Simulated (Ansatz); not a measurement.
Consider the hydrogen abstraction from a C–H bond: `C[Si](Cl)(Cl)Cl` + Cl• → `[CH2][Si](Cl)(Cl)Cl`• + HCl.

Computed with Ansatz on PBE0-D4/def2-TZVP structures; ΔE is electronic, products minus reactants. CCSD(T)/CBS adds triple-zeta CCSD(T) − MP2 to the extrapolated MP2 energy (def2 sets, frozen cores). This one scheme is used for every species, atoms too. DFT in def2-TZVPP. No spin–orbit coupling; open shells (•) take unrestricted orbitals. Spin–orbit coupling would lower the free atoms: a little for Cl.

| level | ΔE (kJ/mol) |
| --- | --- |
| PBE-D4 | 2.5 |
| ωB97M-V | 12.0 |
| CCSD(T)/def2-TZVPP | 17.1 |
| HF/def2-QZVPP | 23.1 |

Question: What does CCSD(T)/CBS give? (An estimate is asked.)

Answer: Computed: +11.4 kJ/mol. The listed levels differ from it by -8.9, 0.6, 5.7, 11.7 kJ/mol.

Question: What do rigid-rotor, harmonic-oscillator terms from PBE0-D4/def2-TZVP frequencies (298.15 K, 1 bar) make of the CCSD(T)/CBS value? (Estimate.)

Answer: Computed: ΔZPE = -18.2 kJ/mol, ΔH = -3.6 kJ/mol, ΔS = 46 J/(mol·K), ΔG = -17.3 kJ/mol. Open shells count their whole term as degenerate. Modes under 50 cm⁻¹ make the entropy rough.

Largest T1 diagnostic among the species: 0.010.

Leaving LDA and LC-ωPBE aside and taking each functional with its dispersion term where it has one, the values, not all of them listed here, spread over 21.8 kJ/mol, from r2SCAN-D4 to BHLYP-D4. LDA lies −4.2 kJ/mol from PBE without D4. At CCSD(T), def2-SVP lies +22.1 kJ/mol from the extrapolated value and def2-TZVPP +5.8 kJ/mol.

CCSD(T)/CBS has its own doubt, a few kJ/mol and more with outer-core shells, so smaller differences from it don't rank the levels.
